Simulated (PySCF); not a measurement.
CS, charge +1, doublet, at a GFN2-xTB geometry (a state made from the parent by changing its charge; the spin is typed, not shown lowest); PBE/def2-SVP in PySCF.

The PySCF input:
```python
from pyscf import gto, scf, dft

mol = gto.M(
    atom='''
C    -0.00000000   -0.00000000   -1.07903369
S     0.00000000    0.00000000    0.40463763
''',
    basis='def2-svp',
    charge=1,
    spin=1,
    verbose=5,
)

mf = dft.UKS(mol)
mf.xc = 'pbe'
mf.grids.atom_grid = (75, 302)
mf.kernel()
mf.analyze()
```

Output, abridged:

```
PySCF version 2.14.0

[INPUT] verbose = 5
[INPUT] max_memory = 4000
[INPUT] num. atoms = 2
[INPUT] num. electrons = 21
[INPUT] charge = 1
[INPUT] spin (= nelec alpha-beta = 2S) = 1
[INPUT] symmetry False subgroup None
[INPUT] Mole.unit = angstrom
[INPUT] Symbol           X                Y                Z      unit          X                Y                Z       unit  Magmom
[...]
[INPUT] ---------------- BASIS SET ----------------
[INPUT] l, kappa, [nprim/nctr], expnt,             c_1 c_2 ...
[INPUT] C
[...]
                                186.29004992      0.040638409211
                                42.251176346      0.18025593888
                                11.676557932      0.46315121755
                                3.5930506482      0.44087173314
[...]
                                2.0103545142      0.21117025112
                                0.54771004707     0.51328172114
[...]
[INPUT] S
[...]
                                1381.5105503      -0.016683029937
                                313.8714758       -0.075262436116
                                88.053870623      -0.19376827038
                                27.039914905      -0.17718020803
[...]
                                4.9664522326      0.65066293018
                                2.0116242047      0.59712155354
[...]
                                61.306894736      -0.066547669241
                                19.103729887      -0.24828595903
                                6.6567720378      -0.48703847402
                                2.3959635161      -0.39337850312
[...]
nuclear repulsion = 34.2400716139205
number of shells = 14
number of NR pGTOs = 60
number of NR cGTOs = 32
basis = def2-svp
ecp = {}

******** <class 'pyscf.dft.uks.UKS'> ********
method = UKS
initial guess = minao
damping factor = 0
level_shift factor = 0
DIIS = <class 'pyscf.scf.diis.CDIIS'>
diis_start_cycle = 1
diis_space = 8
diis_damp = 0
SCF conv_tol = 1e-09
SCF conv_tol_grad = None
SCF max_cycles = 50
direct_scf = True
direct_scf_tol = 1e-13
number electrons alpha = 11  beta = 10
XC library pyscf.dft.libxc version 7.1.2
    S. Lehtola, C. Steigemann, M. J. T. Oliveira, and M. A. L. Marques,  SoftwareX 7, 1–5 (2018)
XC functionals = pbe
    J. P. Perdew, K. Burke, and M. Ernzerhof,  Phys. Rev. Lett. 77, 3865 (1996)
    J. P. Perdew, K. Burke, and M. Ernzerhof,  Phys. Rev. Lett. 78, 1396 (1997)
    J. P. Perdew, K. Burke, and M. Ernzerhof,  Phys. Rev. Lett. 77, 3865 (1996)
[...]
converged SCF energy = -435.423374191513  <S^2> = 0.77927855  2S+1 = 2.0290673
Total Energy =                        -435.423374191512949
[...]
1 S 3s           0.00000  -0.03153
1 S 4s           0.00000  -0.06261
1 S 2px         -0.00011   0.00000
1 S 2py         -0.00101   0.00000
1 S 2pz         -0.00000   0.00207
1 S 3px         -0.00214  -0.00000
1 S 3py         -0.01889   0.00000
1 S 3pz         -0.00000   0.04090
1 S 4px          0.00050  -0.00000
1 S 4py          0.00443   0.00000
1 S 4pz          0.00000  -0.12493
1 S 3dxy        -0.00000   0.00000
1 S 3dyz         0.29661  -0.00000
1 S 3dz^2       -0.00000  -0.29770
1 S 3dxz         0.03357  -0.00000
1 S 3dx2-y2     -0.00000   0.00000

To work with the spin densities directly, `use mulliken_meta_spin()` only printing them here.

 ** Mulliken spin pop alpha/beta on meta-lowdin orthogonal AOs **
 ** Mulliken Spin Density (per AO)  **
spin_pop of  0 C 1s       -0.00000
spin_pop of  0 C 2s        0.33683
spin_pop of  0 C 3s        0.00236
spin_pop of  0 C 2px       0.11532
spin_pop of  0 C 2py       0.11532
spin_pop of  0 C 2pz       0.55317
spin_pop of  0 C 3px       0.00030
spin_pop of  0 C 3py       0.00030
spin_pop of  0 C 3pz       0.00538
spin_pop of  0 C 3dxy     -0.00000
spin_pop of  0 C 3dyz     -0.00102
spin_pop of  0 C 3dz^2     0.00166
spin_pop of  0 C 3dxz     -0.00102
spin_pop of  0 C 3dx2-y2    0.00000
spin_pop of  1 S 1s        0.00000
spin_pop of  1 S 2s       -0.00000
spin_pop of  1 S 3s        0.00030
spin_pop of  1 S 4s        0.00270
spin_pop of  1 S 2px      -0.00001
spin_pop of  1 S 2py      -0.00001
spin_pop of  1 S 2pz       0.00001
spin_pop of  1 S 3px      -0.11517
spin_pop of  1 S 3py      -0.11517
spin_pop of  1 S 3pz       0.09252
spin_pop of  1 S 4px       0.00016
spin_pop of  1 S 4py       0.00016
spin_pop of  1 S 4pz       0.00433
spin_pop of  1 S 3dxy     -0.00000
spin_pop of  1 S 3dyz      0.00042
spin_pop of  1 S 3dz^2     0.00075
spin_pop of  1 S 3dxz      0.00042
spin_pop of  1 S 3dx2-y2    0.00000
 ** Mulliken Spin Density (per atom)  **
spin density of  0 C =      1.12859
spin density of  1 S =     -0.12859
 ** Mulliken pop alpha/beta on meta-lowdin orthogonal AOs **
 ** Mulliken pop       alpha | beta **
[...]
In total            11.00000 | 10.00000
 ** Mulliken atomic charges   ( Nelec_alpha | Nelec_beta ) **
charge of  0C =      0.23386  (     3.44737      2.31878 )
charge of  1S =      0.76614  (     7.55263      7.68122 )

WARN: System has nonzero charge 1; the dipole moment is origin-dependent.
Location of origin: [0. 0. 0.]

Dipole moment(X, Y, Z, Debye): -0.00000, -0.00000, -0.64197
```
